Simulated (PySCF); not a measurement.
# How the method changes the constants of BeCl⁺

State: ¹Σ⁺ (singlet), closed shell. Set-up: PySCF, no relativity, basis sets Be aug-pcseg-1, Cl aug-pcseg-1. De refers to Be⁺ + Cl in their high-spin ground configurations, without counterpoise correction. A positive dipole points towards Cl; it is taken about the centre of mass and depends on that origin.

```csv
Level,Re (Å),ωe (cm⁻¹),De (eV),μ (D),"CPU s a point (SCF and correlation, without the integrals)"
RHF,1.733,1008,2.82,-8.69,0.024
RHF-MP2,1.745,984,3.95,n/a,0.037
RHF-SCS-MP2,1.745,980,3.86,n/a,n/a
RHF-CCSD,1.746,976,3.81,n/a,n/a
RHF-CCSD(T),1.749,968,3.89,n/a,0.3
PBE,1.738,976,4.41,-7.83,0.31
BLYP,1.742,964,4.25,-7.81,0.23
BP86,1.742,969,4.38,-7.91,0.23
r²SCAN,1.736,990,4.28,-8.15,0.46
PBE0,1.729,1000,4.25,-8.07,0.52
CAM-B3LYP,1.724,1008,4.19,-8.09,0.46
B2PLYP,1.735,989,4.12,-8.33,0.28
```

Which functional lies closest to RHF-CCSD(T) in De, which farthest, and by how much do they differ from it?

Closest is B2PLYP (-1.4 pm in Re, +2.2 % in ωe, +0.23 eV in De against RHF-CCSD(T) in the same basis), farthest PBE (-1.1 pm in Re, +0.8 % in ωe, +0.52 eV in De). CCSD(T) converges more slowly with the basis than the functionals do and binds too weakly in this one, so the order can change at the basis-set limit.

What does a quarter of exact exchange do here, going from PBE to PBE0?

PBE0 less PBE: -0.9 pm in Re, +2.5 % in ωe, -0.16 eV in De. Exact exchange removes part of the self-interaction that spreads semilocal densities, and in most molecules shortens and stiffens the bond and lowers De; so it does here.

What does the step from GGA to meta-GGA do here, going from PBE to r²SCAN?

r²SCAN less PBE: -0.2 pm in Re, +1.4 % in ωe, -0.13 eV in De. 

Correlated steps freeze 5 core orbitals. Correlated levels converge slowly with the basis: in double zeta they bind strong bonds too weakly, by up to about 1 eV, and carry superposition errors of some tenths. For an ion De counts to the pair picked by the measured ionisation energies or electron affinities, which need not be the lowest pair at this level. Where the molecule has an RHF reference, its open-shell atoms are computed with UHF. B2PLYP dipoles, levels and charges come from its SCF part alone.

The whole job (state search and all levels along the bond) took about 0.7 min on 1 thread of Arm Neoverse V2 (shared host), peak memory 0.43 GiB.
